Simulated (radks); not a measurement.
The numbers below are computed, except where a source is named.
All-electron atom: neutral rhodium in [Kr] 4d8 5p1 (not the ground configuration).

Level of theory: Dirac Kohn-Sham, PBEsol, spin-unpolarised, spherical densities, finite nucleus; open shells are shared between the two j in proportion to 2j + 1; Fermi nuclear charge, rms radius 4.4945 fm (a radial shooting solver on a logarithmic mesh with Libxc functionals).

Energy parts (eV):
| part | energy |
|---|---|
| total | -130136.194 |
| kinetic | 135655.548 |
| electron-nucleus | -315049.066 |
| Hartree | 52966.603 |
| exchange-correlation | -3709.278 |

Orbitals (lengths in bohr, moments of r in powers of bohr):
orbital      occ.  eigenvalue (eV)      <r^4>  small-component weight
1s1/2           2        -23013.71  5.374e-06                2.71e-02
2s1/2           2        -3337.312  0.0009693                5.62e-03
2p1/2           2        -3090.649  0.0006358                5.63e-03
2p3/2           4        -2946.161  0.0007241                5.42e-03
3s1/2           2        -597.5338    0.04709                1.55e-03
3p1/2           2        -500.9798    0.04738                1.50e-03
3p3/2           4        -476.1198    0.05265                1.44e-03
3d3/2           4        -304.9888    0.05008                1.33e-03
3d5/2           6        -300.0841    0.05180                1.31e-03
4s1/2           2         -84.1334      1.802                3.78e-04
4p1/2           2         -54.8127      2.661                3.24e-04
4p3/2           4         -50.9014      3.003                3.08e-04
4d3/2         3.2          -7.8994      20.06                1.68e-04
4d5/2         4.8          -7.5010      21.69                1.63e-04
5p1/2    0.333333          -1.7977       1285                1.61e-05
5p3/2    0.666667          -1.6615       1501                1.47e-05

The highest occupied level is 5p3/2 at -1.662 eV. Summed over all electrons, <r^2> = 65.48 bohr^2, which gives a Langevin (diamagnetic) susceptibility term of -51.9 x 10^-6 cm^3/mol. The density falls to 0.001 e/bohr^3 at r = 4.57 bohr.
